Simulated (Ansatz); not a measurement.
`C=C[Si](O)(O)F` + `N[SiH2]F` → `O[Si](O)(F)N[SiH2]F` + ethylene  (ligand exchange at the Si–C bond)

Isolated molecules relaxed with PBE0-D4/def2-TZVP in Ansatz; ΔE leaves out vibrations. CCSD(T)/CBS is the MP2 limit (def2-TZVPP, def2-QZVPP) plus CCSD(T) − MP2 in def2-TZVPP, frozen cores. This one scheme is used for every species. DFT in def2-TZVPP. B3LYP here is the variant with VWN-RPA as its local correlation; programs differ in this. Each species was taken in one conformer, which may not be the lowest.

| level | ΔE (kJ/mol) | difference from CCSD(T)/CBS |
| --- | --- | --- |
| PBE-D4 | -61.1 | 10.2 |
| r2SCAN-D4 | -69.8 | 1.5 |
| PBE0-D4 | -66.1 | 5.2 |
| B3LYP-D4 | -69.8 | 1.5 |
| ωB97X-V | -68.5 | 2.8 |
| ωB97M-V | -69.3 | 2.0 |
| B2PLYP | -69.2 | 2.1 |
| PBE | -59.1 | 12.2 |
| r2SCAN | -69.2 | 2.1 |
| PBE0 | -64.2 | 7.1 |
| B3LYP | -66.6 | 4.7 |
| HF/def2-TZVPP | -79.1 | -7.8 |
| MP2/def2-TZVPP | -71.0 | 0.3 |
| SCS-MP2/def2-TZVPP | -72.0 | -0.7 |
| CCSD/def2-TZVPP | -73.1 | -1.8 |
| CCSD(T)/def2-TZVPP | -71.8 | -0.5 |
| HF/def2-QZVPP | -79.9 | -8.6 |
| MP2/def2-QZVPP | -71.0 | 0.3 |
| SCS-MP2/def2-QZVPP | -72.0 | -0.7 |
| HF/CBS(def2) | -80.0 | -8.7 |
| MP2/CBS(def2) | -70.5 | 0.8 |
| CCSD/CBS(def2) | -72.6 | -1.3 |
| CCSD(T)/CBS | -71.3 | 0 |

Largest T1 diagnostic among the species: 0.012.

The D4 term adds −3.1 kJ/mol with B3LYP and −1.9 kJ/mol with PBE0; it sums over pairs of atoms, weighted by their polarisabilities, and B3LYP, whose exchange is more repulsive, gets the larger term. In def2-TZVPP, CCSD(T) changes the Hartree–Fock value by +7.3 kJ/mol (the triples alone add +1.3 kJ/mol) and MP2 by +8.1 kJ/mol. From PBE to PBE0 (25 % exact exchange), in def2-TZVPP and without D4, ΔE moves by −5.1 kJ/mol.
